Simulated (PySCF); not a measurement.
**Ionisation energy of Pt⁶⁸⁺ by level of theory**

Pt⁶⁸⁺ [Ne] (1S) → Pt⁶⁹⁺ [He] 2s2 2p5 (2P), as a difference of total energies. Computed with PySCF 2.14 in an even-tempered Gaussian basis (15 s from 48 bohr⁻², ratio 2.5; 9 p from 63 bohr⁻², ratio 2.5; 5 d from 250 bohr⁻², ratio 2.7; 4 f from 370 bohr⁻², ratio 2.7), with no relativity, point nucleus. Correlated levels: nothing frozen; virtual orbitals above 40 to 60 times the deepest correlated orbital energy dropped. The calculations carry no spin-orbit coupling.

```
                 method  ionisation energy (eV)
                    UHF                 17338.7
    MP2 (all electrons)                 17340.3
SCS-MP2 (all electrons)                 17340.1
   CCSD (all electrons)                 17340.2
CCSD(T) (all electrons)                 17340.2
```

A first-order spin-orbit estimate (lowest level to lowest level, LS coupling) adds -385.3 eV.

The gap to the reference is mostly relativistic.

For comparison: 17540 ± 50 eV (theoretical estimate listed by NIST; NIST Atomic Spectra Database, ionization energies).
